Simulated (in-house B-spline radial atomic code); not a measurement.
Ta⁵⁺. Computed with a B-spline radial atomic code. Model: all-electron spherical atom, spin shells full or empty, radial basis limit, no spin-orbit coupling, Breit or QED, empty-state partial waves extrapolated as (l+1/2)^-4, RPA, G0W0 and static COHSEX of the highest shell as one setting changes (uncorrelated shells keep exact exchange).

Without the two-electron picture change, core correlation of heavy ions comes too large.

Given: element Ta; charge 5; filled core Xe; hamiltonian one-electron scalar X2C; mean-field start LDA VWN5; highest l of empty states 9; nuclear rms radius 5.3507 fm; highest mean-field shell 4f.

Shell: 4f 7 7 (electrons up and down).

```csv
lowest nl shells left uncorrelated,RPA correlation energy (hartree),G0W0 level (eV),G0W0 minus most complete (meV),COHSEX level (eV),linearised minus solved G0W0 (meV)
0,-6.3466,-95.254,0,-102.24,-94.3
1,-6.1267,-95.254,0,-102.24,-94.3
2,-5.9176,-95.254,0.6,-102.23,-94.2
3,-5.3133,-95.252,2.3,-102.23,-94.2
4,-5.1161,-95.242,12.3,-102.22,-94.1
5,?,?,?,?,?
6,-3.5184,-95.159,95.2,-102.39,-92.8
7,?,?,?,?,?
8,-2.7505,-95.107,147.6,-102.16,-92.4
9,-1.7478,-95.601,-347.1,-102.69,-105.2
10,-1.56,-95.787,-533,-102.66,-110.3
11,-0.97064,-96.86,-1605.8,-102.44,-105.6
```

Task: What follows for lowest nl shells left uncorrelated = 7?

Result: RPA correlation energy -3.3266 hartree; G0W0 level -95.14 eV; G0W0 minus most complete 113.8 meV; COHSEX level -102.33 eV; linearised minus solved G0W0 -92.6 meV.

Task: What follows for lowest nl shells left uncorrelated = 5?

Result: RPA correlation energy -4.5116 hartree; G0W0 level -95.205 eV; G0W0 minus most complete 49.6 meV; COHSEX level -102.22 eV; linearised minus solved G0W0 -93.5 meV.
